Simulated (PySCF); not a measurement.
The vertical singlet excitations below were computed for one of the candidates. The calculation used PySCF, TDDFT CAM-B3LYP/def2-SVPD, vertical, gas phase, core orbitals frozen in the response. Geometries: GFN2-xTB, one conformer each.

```json
{"state": "S1", "λ (nm)": "258.8", "f": "0.014"}
{"state": "S2", "λ (nm)": "243.3", "f": "0.092"}
{"state": "S3", "λ (nm)": "242.9", "f": "0.020"}
{"state": "S4", "λ (nm)": "213.4", "f": "0.0016"}
{"state": "S5", "λ (nm)": "206.2", "f": "0.369"}
{"state": "S6", "λ (nm)": "197.1", "f": "0.0014"}
{"state": "S7", "λ (nm)": "188.8", "f": "0.384"}
{"state": "S8", "λ (nm)": "181.6", "f": "0.0041"}
```

Triplets computed (Tamm–Dancoff): 3.16, 4.18, 4.20 eV.

Orbital energies (eV): HOMO-3 -10.36, HOMO-2 -8.99, HOMO-1 -8.75, HOMO -8.04, LUMO -0.35, LUMO+1 0.39, LUMO+2 1.42.

Question: Which candidate is it? All have the formula C7H9P.
A. `CPc1ccccc1`
B. `CCc1ccccp1`
C. `Cc1ccccc1P`

Answer: B. Its S1, at 4.79 eV, is the lowest among the candidates; the nearest of the others has S1 at 5.30 eV. S1 is HOMO-1→LUMO (38%), HOMO→LUMO+1 (37%), HOMO→LUMO (21%). Löwdin shares by element: HOMO carbon 45% or more, phosphorus 30% (atoms not listed hold the other 25%); LUMO carbon 46% or more, phosphorus 34% (atoms not listed hold the other 20%). At the same level the other candidates give, for their lowest levels:
- `Cc1ccccc1P`: 234 nm (f 0.004); 215 nm (f 0.144); 196 nm (f 0.049); 192 nm (f 0.139); 187 nm (f 0.347); T1 4.01 eV; HOMO -7.89, LUMO 0.67 eV
- `CPc1ccccc1`: 234 nm (f 0.002); 223 nm (f 0.198); 200 nm (f 0.014); 193 nm (f 0.094); 192 nm (f 0.061); T1 4.03 eV; HOMO -7.82, LUMO 0.57 eV

Conformer computed: `[CH3:1][CH2:2][c:3]1[cH:4][cH:5][cH:6][cH:7][p:8]1`: C1–C2–C3–C4 86°.
